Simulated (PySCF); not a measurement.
C4H8Si, SMILES C1=CC[SiH2]C1. Heavy atoms are numbered as in [CH:1]1=[CH:2][CH2:3][SiH2:4][CH2:5]1. Hydrogens are named by the atom that carries them.

The structure is a stationary point at PBE0-D3(BJ)/def2-SVP. One conformer was computed; it need not be the lowest.

Method: PySCF with HF/pcSseg-1.

GIAO shieldings, no solvent; atoms alike by connectivity are averaged. δ = σ(ref) − σ: ¹³C against TMS (σ = 192.6 ppm); ²⁹Si against TMS (σ = 393.8 ppm); ¹H against TMS (σ = 31.99 ppm), references at their B3LYP-D3(BJ)/def2-TZVP geometries, non-relativistic.

```json
[
 {"atoms": "C1 (CH)", "nucleus": "¹³C", "count": "2", "δ (ppm)": "142.2"},
 {"atoms": "C3 (CH2)", "nucleus": "¹³C", "count": "2", "δ (ppm)": "11.3"},
 {"atoms": "Si4 (SiH2)", "nucleus": "²⁹Si", "count": "1", "δ (ppm)": "…"},
 {"atoms": "H on C1", "nucleus": "¹H", "count": "2", "δ (ppm)": "…"},
 {"atoms": "H on Si4", "nucleus": "¹H", "count": "2", "δ (ppm)": "4.33"},
 {"atoms": "H on C3", "nucleus": "¹H", "count": "4", "δ (ppm)": "…"}
]
```

Task: Fill in the missing entries. (The exact figures need the calculation; the answer reports its results.)

Result: 
- H on C3, δ (ppm): 1.63
- H on C1, δ (ppm): 6.34
- Si4 (SiH2), δ (ppm): -25.3
